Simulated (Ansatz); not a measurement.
BH3 (SMILES B), charge 0, multiplicity 1, relaxed at each level with Ansatz (a quantum-chemistry and plane-wave program); harmonic frequencies from differences of analytic forces, average atomic masses, frozen cores.

| mode | HF/def2-TZVPP (cm⁻¹) | PBE/def2-TZVPP (cm⁻¹) | B3LYP/def2-TZVPP (cm⁻¹) | PBE0/def2-TZVPP (cm⁻¹) | CCSD(T)/cc-pVDZ (cm⁻¹) | CCSD(T)/cc-pVQZ (cm⁻¹) |
|---|---|---|---|---|---|---|
| 1 | 1223 | 1124 | 1164 | 1148 | 1159 | 1160 |
| 2 | 1293 | 1157 | 1206 | 1192 | 1213 | … |
| 3 | 1293 | 1157 | 1206 | 1192 | 1213 | … |
| 4 | 2639 | 2502 | 2565 | 2556 | 2565 | … |
| 5 | 2757 | 2641 | 2696 | 2696 | 2701 | 2703 |
| 6 | 2757 | 2641 | 2696 | 2696 | 2701 | 2703 |

### Question
Modes are in rising order at each level. Some entries are withheld; supply them.

### Answer

- 3, CCSD(T)/cc-pVQZ (cm⁻¹): 1221
- 4, CCSD(T)/cc-pVQZ (cm⁻¹): 2568
- 2, CCSD(T)/cc-pVQZ (cm⁻¹): 1221
